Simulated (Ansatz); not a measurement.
Input and output for CBF5 (`FB(F)C(F)(F)F`).

```yaml
crystal:
  periodic: [false, false, false]
  atoms:
    - {symbol: F, position_ang: [1.210867, -1.400075, 0.680752]}
    - {symbol: B, position_ang: [0.120334, -0.908194, 0.328037]}
    - {symbol: F, position_ang: [-1.003042, -1.574385, 0.461931]}
    - {symbol: C, position_ang: [-0.000959, 0.535377, -0.289845]}
    - {symbol: F, position_ang: [-0.586776, 0.571307, -1.509491]}
    - {symbol: F, position_ang: [-0.819949, 1.356668, 0.514113]}
    - {symbol: F, position_ang: [1.147937, 1.203515, -0.393061]}
basis:
  gaussian: {orbitals: STO-3G}
hamiltonian: {xc: {name: B3LYP5}}
```

```sh
$ ansatz run in.yaml --threads 4 --pin off --events-out ev --progress --plain --max-ram 10444MiB
```

Output, abridged:

```
Functional definition: B3LYP5
511 factors; integrals over basis functions are off by at most 7.9e-5 eV
mean field evaluation 1: about -15071.9385 eV, gradient 3.1e1 eV
mean field evaluation 2: about -15070.8384 eV, gradient 3.9e1 eV
mean field evaluation 4: about -15074.8271 eV, gradient 1.5e0 eV
mean field evaluation 8: about -15074.8347 eV, gradient 1.4e-2 eV
mean field -15074.83474610 eV, -553.9899588293 hartree, gradient 3.4e-5 eV, S^2 0.000000; 0 other end points of the search recorded, 0 dependent functions left out
reference -15074.83485742 eV, -553.9899629203 hartree; 28, 28 occupied and 7, 7 virtual orbitals, 511 factors
Total energy: -15074.83485742 eV, -553.9899629203 hartree
```

Hardware: 4 threads of an Arm Neoverse V2 on a shared host. Wall time 0.35 s, peak host memory 0.4 GiB.
